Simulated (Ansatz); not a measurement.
C$_{2}$H$_{8}$FNSi (`FCNC[SiH3]`) at its PBE0-D4/def2-TZVP geometry, where that method's forces vanish. Charge 0, multiplicity 1.

```xyz
13

F     2.5162    0.3050   -0.9400
C     1.9804   -0.2919    0.2166
N     0.6722    0.1180    0.5011
C    -0.3421   -0.2127   -0.4873
Si   -2.0622    0.2559    0.1214
H     2.0064   -1.3696    0.0360
H     2.6474   -0.0211    1.0376
H     0.6352    1.0889    0.7802
H    -0.3306   -1.2976   -0.6443
H    -0.1547    0.2434   -1.4697
H    -3.0530    0.0511   -0.9680
H    -2.0692    1.6923    0.5157
H    -2.4461   -0.5617    1.3006
```

Task: What forces (eV/Å) does ωB97M-V/def2-TZVPP give on these atoms in Ansatz 0.2.0? (Best estimate.)

Result: Ansatz gave: 
```
F1   0.021  0.086 -0.141
C2   0.220 -0.236  0.187
N3  -0.072  0.186  0.193
C4  -0.194 -0.087 -0.244
Si5 -0.110  0.030  0.042
H6  -0.003  0.094  0.014
H7  -0.057 -0.028 -0.082
H8   0.010 -0.035 -0.008
H9   0.006  0.074  0.010
H10  0.000 -0.039  0.084
H11  0.118  0.021  0.122
H12  0.011 -0.158 -0.041
H13  0.050  0.092 -0.135
```
